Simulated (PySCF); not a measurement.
SMILES Br[SiH3] (H3BrSi), PBE0/def2-SVP optimised geometry.

```
5

Si    -0.49    -0.33     0.00
Br    -1.20    -1.35    -1.84
H     -1.00     1.07     0.00
H      1.00    -0.33     0.00
H     -1.00    -1.07     1.19
```

Density from PBE0/def2-TZVP in PySCF 2.14.0 at that geometry.

Minimum of the electron density along straight lines between bonded atoms, close to the bond critical point (lines longer than 1.1 times the sum of covalent radii, or with two minima, are not listed):

```csv
bond,length / Å,ρ at the minimum / e bohr⁻³,∇²ρ there / e bohr⁻⁵,position (fraction from the first atom)
Si1–Br2,2.226,…,…,0.35
Si1–H3,1.489,0.122,0.15,0.49
Si1–H4,1.489,0.122,0.15,0.49
Si1–H5,1.489,0.122,0.15,0.49
```

Q: Complete the blanks.

A: 
- Si1–Br2, ρ at the minimum / e bohr⁻³: 0.088
- Si1–Br2, ∇²ρ there / e bohr⁻⁵: 0.08
